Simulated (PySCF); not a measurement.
C3H9ClOSi, SMILES OCCC[SiH2]Cl.

Geometry optimised at ωB97X-D3(BJ)/def2-SVP. The structure was generated by enumeration, and PubChem lists no compound with its InChIKey, so it may never have been made. Other conformers were not sampled.

Calculation: PySCF with SMD-ωB97X/def2-SVP.

Solvation free energies are E(SMD) − E(gas) at the gas-phase geometry, for 1 M in both phases. In vacuum the dipole moment is 3.26 D.

Computed solvation free energies in water, benzene, acetonitrile:
```tsv
solvent	ΔG(solv) (kcal/mol)	its non-electrostatic (CDS) part	dipole (D)
water	-4.6	3.4	4.19
benzene	-5.2	-3.1	3.60
acetonitrile	-6.6	-1.6	4.03
```
